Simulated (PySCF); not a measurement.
Two-component Hartree-Fock for Si³⁺ (silicon, charge +3)

Start: [Ne] 3s1; 3s1/2 filled at m_j = +1/2. Calculated with PySCF 2.14 in x2c-QZVPPall-2c (9s7p4d2f1g, 73 functions): generalised Hartree-Fock with the X2C-1e Hamiltonian and a Gaussian nucleus; one run each with spin-orbit coupling (SO) switched off, then screened by Boettger's factors.

```csv
spinor shell,electrons,"ε, spin-free (eV)","ε, screened SO (eV)",weight of nominal j (screened SO),"rms radius, screened SO (bohr)"
1s1/2,2,-1914.4,-1914.4,1.000,0.129
2s1/2,2,-204.35,-204.35,1.000,0.611
2p1/2,2,-152.02,-152.53,0.936,0.595
3s1/2,1,-44.762,-44.762,1.000,1.99
```

Q: Where does 2p3/2 lie, and what is the 2p spin-orbit splitting (screened SO)?

A: At -151.76 eV, 0.775 eV above 2p1/2.

| quantity | spin-free | screened SO |
| --- | --- | --- |
| E (hartree) | -287.42432 | -287.42450 |
| M_J | 1/2 | 1/2 |
| ⟨J²⟩ | 0.750 | 0.750 |
| ⟨L²⟩ | 0.000 | 0.000 |
| ⟨S²⟩ | 0.750 | 0.750 |

Each row is a mean over spinors that exchange with the open shell spreads, by up to 1.017 eV (2s1/2).

Without spin-orbit coupling the j labels of p, d and f shells carry no meaning; the spin-free column gives the mean over the occupied spinors of each nl shell.
